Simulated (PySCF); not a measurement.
BI2, SMILES I[B]I (connectivity only; charge and spin as stated), charge +1, multiplicity 1. Atoms are numbered in the order given.

```xyz
3

I      0.0000     0.0000     1.9744
B      0.0000     0.0000     0.0000
I      0.0000     0.0000    -1.9744
```
Charge +1, spin multiplicity 1.

Geometry: B3LYP-D3(BJ)/def2-TZVP. The multiplicity is an assumed one; other spin states were not compared. The isomer is the one that the SMILES or the coordinates give; other isomers of the formula were not compared. The def2 effective core potentials stand for the cores of I; spin–orbit coupling is left out.

Computed with TDA-ωB97X/def2-SVPD run with PySCF.

Vertical excitations; the highest root listed may be one member of a degenerate set.  State labels are in the subgroup D2h.

```
state  symmetry  energy (eV)  λ (nm)      f                                              main pairs
-----  --------  -----------  ------  -----  ------------------------------------------------------
S1           Au         4.43     280  0.000                      HOMO−1→LUMO 50 %, HOMO→LUMO+1 50 %
S2           Au         4.57     271  0.000               HOMO→LUMO+1, HOMO−1→LUMO (degenerate set)
S3          B1u         4.57     271  0.000               HOMO−1→LUMO+1, HOMO→LUMO (degenerate set)
S4          B1g         5.57     223  0.000                    HOMO−2→LUMO 49 %, HOMO−3→LUMO+1 49 %
S5           Ag         5.71     217  0.000             HOMO−2→LUMO+1, HOMO−3→LUMO (degenerate set)
S6          B1g         5.71     217  0.000             HOMO−3→LUMO+1, HOMO−2→LUMO (degenerate set)
S7          B1u         6.41     193  1.096  HOMO→LUMO 42 %, HOMO−1→LUMO+1 42 %, HOMO−4→LUMO+2 11 %
S8          B2g         6.46     192  0.000                          HOMO−1→LUMO+2 (degenerate set)
S9          B3g         6.46     192  0.000                            HOMO→LUMO+2 (degenerate set)
S10         B2g         7.48     166  0.000                                      HOMO−4→LUMO+1 96 %
T1          B1u         4.04     307      0                      HOMO−1→LUMO+1 49 %, HOMO→LUMO 49 %
T2           Au         4.22     294      0               HOMO→LUMO+1, HOMO−1→LUMO (degenerate set)
T3          B1u         4.22     294      0               HOMO→LUMO, HOMO−1→LUMO+1 (degenerate set)
T4           Au         4.43     280      0                      HOMO−1→LUMO 50 %, HOMO→LUMO+1 50 %
```
Triplets are in the Tamm–Dancoff approximation.
